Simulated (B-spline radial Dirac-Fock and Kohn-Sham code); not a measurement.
ΔSCF core binding energies without Breit or QED terms, calculated with a radial atomic solver.

A sound run for atomic argon, configuration [Ne] 3s2 3p6: The ground state converged in 10 iterations, with total energy -528.68376 Ha, virial ratio 1.99293 and highest orbital energy -16.00 eV. ΔSCF binding energies: K (1s) 3209.2 eV, L3 (2p3/2) 248.3 eV. Holes are computed only in closed shells, and unreliable hole states are left out.

A second run, with one unsound setting: The ground state had not converged after 5 iterations, with total energy -528.68333 Ha, virial ratio 1.99374 and highest orbital energy -16.20 eV. ΔSCF binding energies: K (1s) 3209.2 eV, L3 (2p3/2) 248.3 eV (not all states converged, so these are not final). Holes are computed only in closed shells, and unreliable hole states are left out.

```
iter   energy (Ha)        error
   1     -526.66061097  6.85e-01
   2     -528.38219937  1.16e-01
   3     -528.64520284  4.36e-02
   4     -528.67846043  1.68e-02
   5     -528.68333006  3.89e-03
```

Q: Which fault fits the second run best?
A. spline order too low
B. too few quadrature points
C. overfilled shell
D. too few iterations

A: D. The input had maxit = 5: maxit ends the run before self-consistency.
